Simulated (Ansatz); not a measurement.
`[NH2][Sn@@H]([GaH2])[Si@H](O)[SiH3]`. Charge 0, multiplicity 1. Sn: def2 effective core potential. The geometry is a stationary point of PBE0-D4/def2-TZVP. It is one conformer, not always the lowest.

```xyz
16

N     1.585   -1.514   -0.455
Sn   -0.348   -1.344    0.212
Ga   -0.274   -1.507    2.823
Si   -1.077    0.937   -0.753
O    -1.519    0.855   -2.353
Si    0.758    2.375   -0.596
H     1.650   -1.554   -1.465
H     2.057   -2.335   -0.094
H    -1.351   -2.589   -0.457
H    -1.572   -1.247    3.673
H     1.069   -1.848    3.567
H    -2.206    1.455    0.080
H    -2.251    0.277   -2.575
H     0.407    3.770   -0.980
H     1.200    2.370    0.827
H     1.872    1.898   -1.453
```

(1) What is the dipole moment at PBE/def2-TZVPP? (Best estimate.)

(2) And with r2SCAN, B3LYP, ωB97M-V? (Estimate.)

(3) Give the Mulliken charges with PBE, r2SCAN, ωB97M-V in def2-TZVPP. (An estimate is asked.)

Answers

(1) Computed: 1.74 D, with components (-1.06, -1.34, -0.33) D in this frame, pointing from negative to positive charge.

(2) Ansatz gave: r2SCAN 1.80 D, B3LYP 1.85 D, ωB97M-V 1.92 D.

(3) Computed: 
```json
{"atom": "N1", "PBE": "-0.54", "r2SCAN": "-0.59", "ωB97M-V": "-0.51"}
{"atom": "Sn2", "PBE": "0.40", "r2SCAN": "0.41", "ωB97M-V": "0.32"}
{"atom": "Ga3", "PBE": "0.09", "r2SCAN": "0.18", "ωB97M-V": "0.10"}
{"atom": "Si4", "PBE": "0.22", "r2SCAN": "0.30", "ωB97M-V": "0.24"}
{"atom": "O5", "PBE": "-0.34", "r2SCAN": "-0.41", "ωB97M-V": "-0.37"}
{"atom": "Si6", "PBE": "0.11", "r2SCAN": "0.18", "ωB97M-V": "0.06"}
{"atom": "H7", "PBE": "0.14", "r2SCAN": "0.15", "ωB97M-V": "0.11"}
{"atom": "H8", "PBE": "0.14", "r2SCAN": "0.15", "ωB97M-V": "0.11"}
{"atom": "H9", "PBE": "-0.14", "r2SCAN": "-0.16", "ωB97M-V": "-0.12"}
{"atom": "H10", "PBE": "-0.03", "r2SCAN": "-0.06", "ωB97M-V": "-0.02"}
{"atom": "H11", "PBE": "-0.03", "r2SCAN": "-0.06", "ωB97M-V": "-0.01"}
{"atom": "H12", "PBE": "-0.09", "r2SCAN": "-0.11", "ωB97M-V": "-0.05"}
{"atom": "H13", "PBE": "0.19", "r2SCAN": "0.20", "ωB97M-V": "0.18"}
{"atom": "H14", "PBE": "-0.04", "r2SCAN": "-0.06", "ωB97M-V": "-0.02"}
{"atom": "H15", "PBE": "-0.05", "r2SCAN": "-0.07", "ωB97M-V": "-0.03"}
{"atom": "H16", "PBE": "-0.04", "r2SCAN": "-0.05", "ωB97M-V": "-0.01"}
```

B3LYP here is the variant with VWN-RPA as its local correlation; programs differ in this.
